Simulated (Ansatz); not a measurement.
Gas-phase electronic energies from Ansatz, PBE0-D4/def2-TZVP geometries. CCSD(T)/CBS is the MP2 limit (def2-TZVPP, def2-QZVPP) plus CCSD(T) − MP2 in def2-TZVPP, frozen cores. This one scheme is used for every species. DFT in def2-TZVPP. For Ge outer-core shells are correlated without core-valence functions, which leaves a few kJ/mol of doubt a bond. Scalar relativity is left out up to krypton. One conformer a species, not always the lowest.

Consider the formal exchange of groups at a C–Si bond: `FC[SiH](F)Cl` + `C=[CH][GeH3]` → `C=[CH][GeH2][CH2]F` + `F[SiH2]Cl`.

`FC[SiH](F)Cl`:

Cartesian coordinates in Å:
```
F -1.700 -0.973 -0.354
C -0.612 -0.211 -0.760
Si 0.513 0.127 0.704
F -0.238 1.058 1.749
Cl 2.140 1.127 -0.010
H -0.979 0.724 -1.194
H -0.073 -0.757 -1.541
H 0.949 -1.094 1.407
```

`C=[CH][GeH3]`:

Cartesian coordinates in Å:
```
C -1.425 -0.595 0.317
C -0.641 0.416 -0.035
Ge 1.282 0.250 -0.211
H -1.030 -1.585 0.528
H -2.502 -0.481 0.410
H -1.092 1.385 -0.234
H 1.726 0.591 -1.645
H 1.682 -1.197 0.121
H 1.999 1.216 0.749
```

`C=[CH][GeH2][CH2]F`:

Cartesian coordinates in Å:
```
C -0.551 -1.342 1.768
C 0.349 -0.693 1.039
Ge 0.116 -0.325 -0.847
C 0.104 1.630 -1.148
F 1.305 2.177 -0.715
H -0.405 -1.528 2.829
H -1.476 -1.720 1.340
H 1.258 -0.337 1.518
H 1.262 -0.929 -1.678
H -1.235 -0.904 -1.310
H -0.018 1.868 -2.209
H -0.708 2.102 -0.587
```

`F[SiH2]Cl`:

Z-matrix (Å, degrees):
```
Si
F 1 1.589
Cl 1 2.036 2 108.8
H 1 1.475 2 108.3 3 -118.2
H 1 1.475 2 108.3 3 118.2
```

| level | ΔE (kcal/mol) | difference from CCSD(T)/CBS |
| --- | --- | --- |
| PBE-D4 | 3.8 | 0.9 |
| r2SCAN-D4 | 4.0 | 1.1 |
| PBE0-D4 | 3.9 | 1.0 |
| ωB97X-V | 3.5 | 0.6 |
| ωB97M-V | 3.8 | 0.9 |
| B2PLYP | 3.0 | 0.1 |
| PBE | 3.7 | 0.8 |
| r2SCAN | 4.0 | 1.1 |
| PBE0 | 3.8 | 0.9 |
| MP2/def2-TZVPP | 2.0 | -0.9 |
| CCSD/def2-TZVPP | 2.5 | -0.4 |
| HF/def2-QZVPP | 3.3 | 0.4 |
| SCS-MP2/def2-QZVPP | 2.3 | -0.6 |
| HF/CBS(def2) | 3.3 | 0.4 |
| MP2/CBS(def2) | 2.5 | -0.4 |
| CCSD/CBS(def2) | 2.9 | 0.0 |
| CCSD(T)/CBS | 2.9 | 0 |

Largest T1 diagnostic among the species: 0.012.

In def2-TZVPP, CCSD(T) changes the Hartree–Fock value by −0.7 kcal/mol (the triples alone add −0.1 kcal/mol) and MP2 by −1.1 kcal/mol.
